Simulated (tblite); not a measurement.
Compound: C₈H₇FS.
Geometry (GFN2-xTB, Å), atoms numbered from 1 in this order:
```xyz
17
C8H7FS angstrom
C      2.286   -1.344   -1.314
C      1.543   -0.264   -1.097
C      0.366   -0.133   -0.250
C     -0.227   -1.181    0.459
F      0.288   -2.426    0.386
C     -1.346   -1.024    1.254
C     -1.922    0.227    1.367
C     -1.375    1.298    0.686
C     -0.251    1.125   -0.109
S      0.425    2.518   -0.965
H      3.135   -1.292   -1.974
H      2.096   -2.301   -0.864
H      1.822    0.656   -1.597
H     -1.746   -1.882    1.771
H     -2.796    0.369    1.983
H     -1.825    2.276    0.775
H     -0.481    3.389   -0.521
```

Level: GFN2-xTB in tblite, geometry and Hessian alike; calculated harmonic values, unscaled, isolated species. The method is semi-empirical: single wavenumbers can be off by several per cent or more. Modes of hydrogen on sulfur can be 10 to 20 % off. One conformer, not necessarily the lowest. The optimisation stopped once no atom felt more than 0.01 eV/Å.

Lowest wavenumbers of the output (negative numbers stand for imaginary wavenumbers):
```
mode    cm-1
  1     -70.4
  2      91.6
  3     196.1
  4     215.9
  5     238.2
  6     259.5
  7     273.9
  8     366.0
  9     390.6
 10     441.9
 11     448.8
 12     531.3
 13     543.9
 14     602.7
 15     641.6
```

Is this structure a minimum?

No. 1 mode is imaginary beyond 20i (70i cm⁻¹), so at this level the point lies at or near a first-order saddle.

Which atoms move in the imaginary mode?

70i: C1 (terminal =CH2 carbon) 28 %, H12 (vinylic hydrogen) 25 %, H13 (vinylic hydrogen) 19 %, C2 (alkene CH carbon) 16 %. These are shares of the mass-weighted motion.

What is the remedy?

Step along that mode in both directions, optimise again with tighter thresholds and repeat the frequencies. The zero-point energy of this point (75.3 kcal/mol) counts the 44 real modes alone, and thermal corrections from it aren't those of a minimum.
